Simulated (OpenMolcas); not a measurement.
# What dynamic correlation does to the levels of Ti

```yaml
Program: OpenMolcas 26.06
Basis: ANO-RCC-VQZP [7s6p4d3f2g1h]
Scalar_Hamiltonian: DKH2, point nucleus
Active_space: 2 electrons in 5 orbitals (3d)
State_averaging: 2S+1 = 3 even, 10 roots; 2S+1 = 1 even, 15 roots
Spin-orbit_coupling: RASSI with atomic mean-field integrals over the reference wave functions, term energies averaged over their components
```

Methods on the same reference wave functions:
A. CASSCF
B. SS-CASPT2, IPEA 0.25 Eh, imaginary shift 0.1 Eh (closed shells correlated: 3s 3p 4s)

Energies in cm-1 above 3d2 4s2 3F2, the measured ground level; measured values from NIST Handbook of Basic Atomic Spectroscopic Data.

```json
{"Level": "3d2 4s2 3F2", "A": "0.0", "B": "0.0", "Measured": "0.0"}
{"Level": "3d2 4s2 3F3", "A": "181", "B": "183", "Measured": "170"}
{"Level": "3d2 4s2 3F4", "A": "417", "B": "419", "Measured": "387"}
{"Level": "3d2 4s2 1D2", "A": "10588", "B": "6280", "Measured": "7255"}
{"Level": "3d2 4s2 3P0", "A": "12727", "B": "9920", "Measured": "8437"}
{"Level": "3d2 4s2 3P1", "A": "12790", "B": "9980", "Measured": "8492"}
{"Level": "3d2 4s2 3P2", "A": "12920", "B": "10110", "Measured": "8602"}
{"Level": "3d2 4s2 1G4", "A": "16277", "B": "12520", "Measured": "12118"}
{"Level": "3d2 4s2 1S0", "A": "39248", "B": "27460", "Measured": ""}
```

Deviations, from unrounded energies. A percentage is the sum of absolute deviations over the sum of measured energies, with the sign that they share, or ± where signs differ.

```json
{"Against measurement": "mean absolute deviation (cm-1)", "Levels": "7", "A": "2900", "B": "840"}
{"Against measurement": "fine structure of the ground term (%)", "Levels": "2", "A": "+7.3", "B": "+8.0"}
{"Against measurement": "other terms of the ground configuration (%)", "Levels": "5", "A": "+45.4", "B": "±13.0"}
```

B lies closest to measurement on these levels. The largest miss of B in the table is 3d2 4s2 3P2, by +1500 cm-1. The ranking rests on the paired levels alone, and a cruder setting can come out closer through cancelling errors.

From A to B the spin-free energies of the other terms of 3d2 4s2 shown, above 3F, scale by factors of 0.58 to 0.78.

The lowest spin-free term lies below A's lowest term by 0.400 hartree in B.

CASPT2 does not keep the components of a term degenerate, so their means are used; among the terms shown or strongly mixed into the levels shown the widest spread is 1100 cm-1 (3d2 4s2 1G, B). With the s shell closed, the reference lacks s² → p², s² → d² and s → d mixing, so excited terms can stand far too high and out of order, with CASPT2 too. Without dynamic correlation excited terms often stand tens of per cent too high (terms of higher spin than the ground term too low), and those without a measured partner can miss by more than the paired ones (holds for A). Some terms miss by over 15 % even with CASPT2, which points to a basis or an active space too small for the shells correlated (holds for B). Computed and measured levels are paired by configuration, term and J; levels that our copy of the source lacks, or whose pairing is in doubt (as where it misses far off the trend of its configuration), stay unpaired and out of the deviations. Levels of configurations outside the active space are missing.
